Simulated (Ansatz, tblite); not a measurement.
Spin states of trans-PdH2(NH3)2 (PdN2H8), formally d⁸, each relaxed with r2SCAN-D4/def2-SVP in Ansatz. Electronic energies in the gas phase.

In the def2 sets Pd takes a core potential; there is no spin–orbit coupling. The xTB rows come from tblite. Correlated methods freeze 2 core orbitals; core or outer-core shells of Pd are correlated, in sets that lack core-valence functions. The name describes the singlet; other states may take another shape.

Singlet geometry:

Cartesian coordinates in Å:
```
Pd -0.003 0.000 0.003
H -1.389 -0.008 0.897
N 0.432 1.877 0.711
H 1.432 2.073 0.690
H 0.090 2.007 1.663
H -0.033 2.571 0.122
H 1.384 0.006 -0.893
N -0.433 -1.877 -0.709
H 0.108 -2.566 -0.182
H -0.168 -1.970 -1.690
H -1.419 -2.113 -0.611
```

Triplet geometry:

```xyz
11

Pd   -0.007    0.000   -0.006
H    -1.080    1.191   -0.426
N     1.580    0.705   -1.420
H     2.365    0.069   -1.567
H     1.961    1.638   -1.253
H     1.063    0.748   -2.299
H    -0.371   -1.348   -0.898
N    -1.190   -0.663    1.777
H    -0.874   -1.513    2.246
H    -2.093   -0.874    1.352
H    -1.355    0.046    2.493
```

Only these spin states were relaxed.

```csv
level,triplet − singlet (kcal/mol),lowest of these,remarks
r2SCAN-D4/def2-TZVP,35.0,singlet,–
ωB97X-V/def2-TZVP,37.3,singlet,–
RPA@PBE/def2-TZVP,36.6,singlet,–
CCSD(T)/def2-TZVP,39.1,singlet,test for broken spin undecided (singlet)
```

(1) Estimate the rows for GFN1-xTB, HF/def2-TZVP, r2SCANh-D4/def2-TZVP, PBE0-D4/def2-TZVP.

(2) How do the metal–ligand distances follow the spin state?

Answers

(1) 
| level | triplet − singlet (kcal/mol) | lowest of these | remarks |
| --- | --- | --- | --- |
| GFN1-xTB | 49.2 | singlet | – |
| HF/def2-TZVP | 21.9 | singlet | test for broken spin undecided (singlet) |
| r2SCANh-D4/def2-TZVP | 34.5 | singlet | – |
| PBE0-D4/def2-TZVP | 35.5 | singlet | – |

The xTB methods have no term that favours high spin, so they put low spin too low.

(2) 
| state | donor atoms | mean metal–ligand distance (Å) | range (Å) | Mulliken spin on the metal (PBE0) |
| --- | --- | --- | --- | --- |
| singlet | 4 | 1.852 | 1.65–2.05 | 0 |
| triplet | 4 | 1.948 | 1.66–2.24 | 1.11 |

⟨S²⟩ at PBE0-D4/def2-TZVP: singlet 0.00 (pure 0.00), triplet 2.00 (pure 2.00).
